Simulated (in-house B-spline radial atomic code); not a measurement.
Inner levels of barium as electrons are removed. A shift is the extra binding of the orbital against the neutral atom ([Xe] 6s2). The density at the nucleus is averaged over the nuclear charge. Computed with a radial B-spline atomic code at the basis-set limit: Dirac-Hartree-Fock, average of the configuration, finite nuclei.

```json
{"ion": "Ba32+", "configuration": "[Ar] 3d6", "shift of 1s1/2 (eV)": "1409.4", "radius of 1s1/2 (bohr)": "0.025572", "Σ<r²> (bohr²)": "1.2162", "change of density at nucleus (bohr⁻³)": "-687.07"}
{"ion": "Ba33+", "configuration": "[Ar] 3d5", "shift of 1s1/2 (eV)": "1524.59", "radius of 1s1/2 (bohr)": "0.025573", "Σ<r²> (bohr²)": "1.1264", "change of density at nucleus (bohr⁻³)": "-518.5"}
{"ion": "Ba34+", "configuration": "[Ar] 3d4", "shift of 1s1/2 (eV)": "1642.16", "radius of 1s1/2 (bohr)": "0.025573", "Σ<r²> (bohr²)": "1.0404", "change of density at nucleus (bohr⁻³)": "-344.92"}
{"ion": "Ba35+", "configuration": "[Ar] 3d3", "shift of 1s1/2 (eV)": "1762.12", "radius of 1s1/2 (bohr)": "0.025573", "Σ<r²> (bohr²)": "0.95797", "change of density at nucleus (bohr⁻³)": "-166.29"}
{"ion": "Ba36+", "configuration": "[Ar] 3d2", "shift of 1s1/2 (eV)": "1884.47", "radius of 1s1/2 (bohr)": "0.025574", "Σ<r²> (bohr²)": "0.87885", "change of density at nucleus (bohr⁻³)": "17.395"}
{"ion": "Ba37+", "configuration": "[Ar] 3d1", "shift of 1s1/2 (eV)": "2009.2", "radius of 1s1/2 (bohr)": "0.025574", "Σ<r²> (bohr²)": "0.8029", "change of density at nucleus (bohr⁻³)": "206.16"}
{"ion": "Ba38+", "configuration": "[Ne] 3s2 3p6", "shift of 1s1/2 (eV)": "2136.32", "radius of 1s1/2 (bohr)": "0.025575", "Σ<r²> (bohr²)": "0.72996", "change of density at nucleus (bohr⁻³)": "400"}
{"ion": "Ba39+", "configuration": "[Ne] 3s2 3p5", "shift of 1s1/2 (eV)": "2268.55", "radius of 1s1/2 (bohr)": "0.025571", "Σ<r²> (bohr²)": "0.644", "change of density at nucleus (bohr⁻³)": "578.82"}
{"ion": "Ba40+", "configuration": "[Ne] 3s2 3p4", "shift of 1s1/2 (eV)": "2402.68", "radius of 1s1/2 (bohr)": "0.025568", "Σ<r²> (bohr²)": "0.56028", "change of density at nucleus (bohr⁻³)": "760.52"}
{"ion": "Ba41+", "configuration": "[Ne] 3s2 3p3", "shift of 1s1/2 (eV)": "2538.7", "radius of 1s1/2 (bohr)": "0.025564", "Σ<r²> (bohr²)": "0.47874", "change of density at nucleus (bohr⁻³)": "945.12"}
{"ion": "Ba42+", "configuration": "[Ne] 3s2 3p2", "shift of 1s1/2 (eV)": "2676.6", "radius of 1s1/2 (bohr)": "0.02556", "Σ<r²> (bohr²)": "0.39932", "change of density at nucleus (bohr⁻³)": "1132.58"}
{"ion": "Ba43+", "configuration": "[Ne] 3s2 3p1", "shift of 1s1/2 (eV)": "2816.4", "radius of 1s1/2 (bohr)": "0.025556", "Σ<r²> (bohr²)": "0.32193", "change of density at nucleus (bohr⁻³)": "1322.92"}
{"ion": "Ba44+", "configuration": "[Ne] 3s2", "shift of 1s1/2 (eV)": "2958.08", "radius of 1s1/2 (bohr)": "0.025552", "Σ<r²> (bohr²)": "0.24652", "change of density at nucleus (bohr⁻³)": "1516.1"}
{"ion": "Ba45+", "configuration": "[Ne] 3s1", "shift of 1s1/2 (eV)": "3093.41", "radius of 1s1/2 (bohr)": "0.025551", "Σ<r²> (bohr²)": "0.1689", "change of density at nucleus (bohr⁻³)": "-2684.8"}
{"ion": "Ba46+", "configuration": "[He] 2s2 2p6", "shift of 1s1/2 (eV)": "3230.28", "radius of 1s1/2 (bohr)": "0.025549", "Σ<r²> (bohr²)": "0.092945", "change of density at nucleus (bohr⁻³)": "-6998.9"}
{"ion": "Ba47+", "configuration": "[He] 2s2 2p5", "shift of 1s1/2 (eV)": "3564.71", "radius of 1s1/2 (bohr)": "0.02553", "Σ<r²> (bohr²)": "0.081018", "change of density at nucleus (bohr⁻³)": "-6514.35"}
{"ion": "Ba48+", "configuration": "[He] 2s2 2p4", "shift of 1s1/2 (eV)": "3903.72", "radius of 1s1/2 (bohr)": "0.025511", "Σ<r²> (bohr²)": "0.069483", "change of density at nucleus (bohr⁻³)": "-6024.69"}
{"ion": "Ba49+", "configuration": "[He] 2s2 2p3", "shift of 1s1/2 (eV)": "4247.28", "radius of 1s1/2 (bohr)": "0.025491", "Σ<r²> (bohr²)": "0.058324", "change of density at nucleus (bohr⁻³)": "-5530.05"}
{"ion": "Ba50+", "configuration": "[He] 2s2 2p2", "shift of 1s1/2 (eV)": "4595.4", "radius of 1s1/2 (bohr)": "0.025471", "Σ<r²> (bohr²)": "0.047526", "change of density at nucleus (bohr⁻³)": "-5030.59"}
{"ion": "Ba51+", "configuration": "[He] 2s2 2p1", "shift of 1s1/2 (eV)": "4948.06", "radius of 1s1/2 (bohr)": "0.02545", "Σ<r²> (bohr²)": "0.037077", "change of density at nucleus (bohr⁻³)": "-4526.43"}
{"ion": "Ba52+", "configuration": "[He] 2s2", "shift of 1s1/2 (eV)": "5305.28", "radius of 1s1/2 (bohr)": "0.025429", "Σ<r²> (bohr²)": "0.026962", "change of density at nucleus (bohr⁻³)": "-4017.7"}
{"ion": "Ba53+", "configuration": "[He] 2s1", "shift of 1s1/2 (eV)": "5622.33", "radius of 1s1/2 (bohr)": "0.025426", "Σ<r²> (bohr²)": "0.014219", "change of density at nucleus (bohr⁻³)": "-21819.2"}
{"ion": "Ba54+", "configuration": "1s2", "shift of 1s1/2 (eV)": "5942.37", "radius of 1s1/2 (bohr)": "0.025414", "Σ<r²> (bohr²)": "0.0017502", "change of density at nucleus (bohr⁻³)": "-40053.4"}
{"ion": "Ba55+", "configuration": "1s1", "shift of 1s1/2 (eV)": "6955", "radius of 1s1/2 (bohr)": "0.025229", "Σ<r²> (bohr²)": "0.00086177", "change of density at nucleus (bohr⁻³)": "-171589"}
```
